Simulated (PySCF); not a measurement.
H4CdN2, SMILES [Cd]([NH2])[NH2] (B3LYP/def2-SVP optimised geometry):

```
7

Cd     0.045     0.162     0.000
N      2.062     0.162     0.000
H      2.480     0.408    -0.899
H      2.473    -0.731     0.274
N     -1.953     0.434     0.000
H     -2.333     0.731     0.900
H     -2.480    -0.396    -0.275
```

Computed with B3LYP/def2-TZVP, def2 effective core potentials past Kr run with PySCF.

Problem. What are the frontier orbital energies and the dipole moment?

Solution. HOMO-2 -9.02 eV, HOMO-1 -6.66 eV, HOMO -6.42 eV, LUMO -0.98 eV, LUMO+1 -0.12 eV; dipole moment 1.61 D.

On the same geometry PBE/def2-TZVP, def2 effective core potentials past Kr (PySCF 2.14.0) gives HOMO-2 -7.92 eV, HOMO-1 -5.55 eV, HOMO -5.34 eV, LUMO -1.46 eV, LUMO+1 -0.50 eV; dipole moment 1.50 D.
